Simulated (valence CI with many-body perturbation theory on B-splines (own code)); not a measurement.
# In XIX: what each term of the Hamiltonian does

Computed by configuration interaction combined with many-body perturbation theory (CI+MBPT): three valence electrons over a frozen Dirac-Fock core [Ar] 3d10, radial functions for each j: 11 s, 11 p, 9 d, 7 f, 5 g, 2 h, 1 i, with the one-electron correlation potential Σ1, the two-electron term Σ2, the three-electron term Σ3, Breit, model QED; selected CI, second order for the rest (own B-spline code, finite nucleus).

No measured spectrum was set against this ion. As an estimate, levels hold to about 250 cm⁻¹ or 0.2 % of their energy and the worst to 1 %, as in measured heavy ions of charge 2 to 7; those with d or f electrons hold less well.

Each rung adds one term. CI alone is the Dirac-Coulomb CI over the frozen core; QED comes last and gives the full result, which names the levels. Energies are above 4s2.4p 2P°_1/2 on the same rung, in cm⁻¹.

Names give the largest LS component (configuration and term), which can be under half, so a name can repeat, a term be missing and a line seem to break the LS rules; names also repeat where a configuration has a term twice. Letters in brackets count levels of one name in rising energy.

| Level | CI alone | + Σ1 | + Σ2 | + Σ3 | + Breit | Full |
| --- | --- | --- | --- | --- | --- | --- |
| 4s2.4p 2P°_3/2 | 78230 | 78955 | 79199 | 79204 | 78057 | 78200 |
| 4s.4p2 4P_1/2 | 309592 | 309923 | 312587 | 312646 | 313470 | 311932 |
| 4s.4p2 4P_3/2 | 355139 | 356002 | 359470 | 359549 | 359493 | 358069 |
| 4s.4p2 4P_5/2 | 381439 | 382422 | 385261 | 385327 | 385027 | 383632 |
| 4s.4p2 2D_3/2 | 433374 | 434383 | 434769 | 434796 | 434526 | 433169 |
| 4s.4p2 2D_5/2 | 464590 | 466076 | 467948 | 467999 | 466884 | 465632 |
| 4s.4p2 2P_1/2 | 472604 | 473525 | 468815 | 468773 | 468891 | 467428 |
| 4s.4p2 2S_1/2 | 549031 | 550665 | 547599 | 547547 | 546515 | 545210 |
| 4s.4p2 2P_3/2 | 559920 | 561545 | 555682 | 555652 | 554604 | 553301 |
| 4s2.4d 2D_3/2 | 681288 | 682339 | 677633 | 677627 | 675672 | 675566 |
| 4s2.4d 2D_5/2 | 694826 | 696056 | 691510 | 691506 | 689078 | 689028 |
| 4p3 4S°_3/2 [a] | 778899 | 780080 | 778260 | 778307 | 779151 | 776223 |
| 4p3 4S°_3/2 [b] | 831504 | 833310 | 832272 | 832352 | 832152 | 829370 |
| 4p3 2D°_5/2 | 834440 | 836216 | 837255 | 837343 | 836949 | 834270 |
| 4p3 2P°_1/2 | 886793 | 888692 | 886366 | 886364 | 886136 | 883366 |
| 4s.4p.4d 4F°_3/2 | 917564 | 918669 | 921698 | 921836 | 920892 | 919264 |
| 4s.4p.4d 4F°_5/2 | 933400 | 934614 | 937422 | 937560 | 936337 | 934764 |
| 4p3 2P°_3/2 | 936920 | 939353 | 938601 | 938640 | 937313 | 934786 |
| 4s.4p.4d 4F°_7/2 | 958747 | 960204 | 962856 | 962994 | 961263 | 959752 |
| 4s.4p.4d 4P°_5/2 | 976681 | 978006 | 977000 | 977076 | 975711 | 974135 |
| 4s.4p.4d 4D°_3/2 | 984079 | 985393 | 983784 | 983854 | 982603 | 981032 |
| 4s.4p.4d 4D°_1/2 | 987702 | 988976 | 986906 | 986969 | 985843 | 984276 |
| 4s.4p.4d 4F°_9/2 | 1003440 | 1005410 | 1009030 | 1009180 | 1006560 | 1005150 |
| 4s.4p.4d 2F°_5/2 [a] | 1021660 | 1023150 | 1021750 | 1021760 | 1020310 | 1018720 |
| 4s.4p.4d 2D°_3/2 [a] | 1028480 | 1030150 | 1028070 | 1028100 | 1026510 | 1024890 |
| 4s.4p.4d 4P°_1/2 | 1035790 | 1037620 | 1037420 | 1037500 | 1035470 | 1034030 |
| 4s.4p.4d 4D°_7/2 | 1039800 | 1041670 | 1040420 | 1040500 | 1038170 | 1036740 |
| 4s.4p.4d 4D°_5/2 | 1039720 | 1041520 | 1040340 | 1040410 | 1038340 | 1036880 |
| 4s.4p.4d 4P°_3/2 | 1039960 | 1041810 | 1041030 | 1041110 | 1038990 | 1037540 |
| 4s.4p.4d 2D°_5/2 [a] | 1060320 | 1062310 | 1061280 | 1061340 | 1058930 | 1057480 |
| 4s.4p.4d 2P°_3/2 [a] | 1101010 | 1102760 | 1097070 | 1097000 | 1095340 | 1093760 |

(1) How does the ionisation energy move along the ladder, and which term matters most?

Answers

(1) CI alone 492.86, + Σ1 494.24, + Σ2 494.04, + Σ3 494.01, + Breit 493.64, + QED 493.67 eV. The largest step is Σ1, 1.38 eV. NIST lists 497.1 ± 0.3 eV (semi-empirical), further off than its uncertainty and the later steps.
